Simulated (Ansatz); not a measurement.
Start from `[BH2][GeH]([CH3])[NH2]` and change one atom or group to get `[BH2][GeH2][CH3]`.

Ansatz, PBE0-D4/def2-TZVP geometries, multiplicity 1. Each molecule was computed in one conformer, which needn't be the lowest.

Scalar relativity is left out up to krypton.

```tsv
property	`[BH2][GeH]([CH3])[NH2]`
HOMO–LUMO gap (B3LYP/def2-TZVPP) / eV	4.20
HOMO energy (PBE0/def2-TZVPP) / eV	-6.92
HOMO–LUMO gap (ωB97M-V/def2-TZVPP) / eV	8.90
LUMO energy (ωB97M-V/def2-TZVPP) / eV	-0.34
size of the dipole moment (PBE/def2-TZVPP) / D	1.41
size of the dipole moment (ωB97M-V/def2-TZVPP) / D	1.37
```

Q: What does the change do to each property? (Estimate.)

A: The calculation gave: 
```csv
property,`[BH2][GeH2][CH3]`,shift
HOMO–LUMO gap (B3LYP/def2-TZVPP) / eV,5.32,1.12
HOMO energy (PBE0/def2-TZVPP) / eV,-8.03,-1.11
HOMO–LUMO gap (ωB97M-V/def2-TZVPP) / eV,9.84,0.94
LUMO energy (ωB97M-V/def2-TZVPP) / eV,-0.34,0.00
size of the dipole moment (PBE/def2-TZVPP) / D,0.60,-0.81
size of the dipole moment (ωB97M-V/def2-TZVPP) / D,0.62,-0.75
```

Dipoles are sizes alone; their direction can turn.

B3LYP here is the variant with VWN-RPA as its local correlation; programs differ in this.
